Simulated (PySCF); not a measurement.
## How methods differ on the ionisation energy of Pt

Pt [Xe] 4f14 5d9 6s1 (3D) → Pt+ [Xe] 4f14 5d9 (2D), as a difference of total energies. Calculation: PySCF 2.14, in def2-TZVPPD with the def2 core potential (60 electrons) (6s5p3d2f1g, 59 functions); scalar relativity through the core potential. Correlated levels: valence: 5s2 5p6 frozen; valence and next inner shell: nothing frozen outside the core potential. The calculations carry no spin-orbit coupling.

```
                                method  ionisation energy (eV)
                                   UHF                   7.576
                                   LDA                   9.728
                                   PBE                   9.341
                                  PBE0                   9.051
                                  BP86                   9.498
                                 M06-L                   8.745
                                 HSE06                   9.080
                               LC-wPBE                   8.724
                         MP2 (valence)                   8.860
                     SCS-MP2 (valence)                   8.657
    MP2 (valence and next inner shell)                   9.060
SCS-MP2 (valence and next inner shell)                   8.812
```

Q: How much does correlation contribute at MP2 (valence and next inner shell)?

A: 9.060 − (7.576) = 1.484 eV, measured against UHF.

The reference lies between the lowest fine-structure levels, while these numbers refer to the centres of the terms.

Errors of the correlated levels include the incompleteness of this basis and the frozen core.

For comparison: 8.959 eV (measured; NIST Atomic Spectra Database, ionization energies).
